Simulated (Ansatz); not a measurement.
```yaml
atoms:
  - { symbol: Si, position_ang: [0.0000, 0.0000, 0.0858] }
  - { symbol: H, position_ang: [1.5384, 0.0000, -0.4006] }
  - { symbol: H, position_ang: [-0.7692, 1.3323, -0.4006] }
  - { symbol: H, position_ang: [-0.7692, -1.3323, -0.4006] }
```

Basis set: cc-pVDZ (spherical functions). Left uncorrelated: 5 orbitals. Charge 0, multiplicity 2.

Computed with Ansatz (development build ahead of 0.2.0); each method stands on the lowest determinant of its kind that the runs found.

(1) Give the atomization energy at this shape (free ground-state atoms in the same class of orbitals less the molecule, no zero-point energy) of doublet SiH3 by UHF-MP2, UHF.

Results:

(1)

```tsv
method	atomization energy
UHF-MP2	821.3 kJ/mol
UHF	689.5 kJ/mol
```

Caution: the shape is not the minimum.
